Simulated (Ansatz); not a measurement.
C₂H₈OSi₂ (`O[SiH2]/C=C/[SiH3]`) from Hartree–Fock to CCSD(T)

```xyz
13

O    -0.0218   -2.6346    0.7337
Si   -1.2895   -1.6405    0.3853
C    -0.6996    0.0708   -0.0505
C     0.5816    0.4455    0.0366
Si    1.1957    2.1498   -0.3976
H     0.4921   -2.9704   -0.0014
H    -2.1336   -1.6082    1.6046
H    -2.0930   -2.1737   -0.7521
H    -1.4340    0.8013   -0.3959
H     1.3058   -0.2909    0.3899
H     2.2155    2.0801   -1.4799
H     1.8344    2.7958    0.7812
H     0.0464    2.9750   -0.8538
```

Charge 0, multiplicity 1. The structure was optimised at the PBE0-D4/def2-TZVP level. It is one conformer, not always the lowest. Frozen core, restricted reference, Ansatz. CBS rows extrapolate triple and quadruple zeta; past MP2 they add the triple-zeta difference.

```csv
basis,HF (Eh),MP2 corr.,CCSD corr.,(T),CCSD(T) total
def2-SVP,-732.84133,-0.64937,-0.71266,?,?
def2-TZVPP,-733.23742,-0.81209,-0.86735,?,?
def2-QZVPP,?,-0.87100,–,–,–
CBS(def2),-733.26650,?,-0.96989,as TZ,?
```

(1) Fill in the withheld values. (Estimate.)

Results:

(1) Computed: def2-SVP (T): -0.02096; def2-SVP CCSD(T) total: -733.57495; def2-TZVPP (T): -0.03441; def2-TZVPP CCSD(T) total: -734.13918; def2-QZVPP HF (Eh): -733.26298; CBS(def2) MP2 corr.: -0.91463; CBS(def2) CCSD(T) total: -734.27080.
